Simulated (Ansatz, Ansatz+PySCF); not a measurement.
| atom | x (Å) | y (Å) | z (Å) |
| --- | --- | --- | --- |
| C | 0.0000 | 0.0000 | -1.5112 |
| Br | 0.0000 | 0.0000 | 0.4183 |
| H | 0.0000 | -1.0395 | -1.8580 |
| H | -0.9002 | 0.5197 | -1.8580 |
| H | 0.9002 | 0.5197 | -1.8580 |

Basis set: def2-SVP (spherical functions). Correlated methods keep 10 orbitals frozen. Charge 0, multiplicity 1.

Computed with Ansatz (development build ahead of 0.2.0); each method stands on the lowest determinant of its kind that the runs found. Restricted open shells among the atoms or ions are ROHF, correlated in semicanonical orbitals with singles. Restricted functionals stand beside restricted open-shell atoms, which can lie above the unrestricted atoms usual in DFT and then raise those values.

Q: Give the atomization energy at this shape (free ground-state atoms in the same class of orbitals less the molecule, no zero-point energy) of singlet CH3Br by ωB97X (restricted), ωB97X (unrestricted), r²SCAN (unrestricted), r²SCAN (restricted), PBE0 (restricted), PBE0 (unrestricted), PBE (restricted), PBE (unrestricted), RHF-CCSD(T), UHF-MP2, RHF, UHF.

A:

```csv
method,atomization energy
ωB97X (restricted),1605.6 kJ/mol
ωB97X (unrestricted),1596.0 kJ/mol
r²SCAN (unrestricted),1609.1 kJ/mol
r²SCAN (restricted),1620.4 kJ/mol
PBE0 (restricted),1615.7 kJ/mol
PBE0 (unrestricted),1608.4 kJ/mol
PBE (restricted),1631.8 kJ/mol
PBE (unrestricted),1626.7 kJ/mol
RHF-CCSD(T),1525.7 kJ/mol
UHF-MP2,1528.2 kJ/mol
RHF,1223.1 kJ/mol
UHF,1203.0 kJ/mol
```
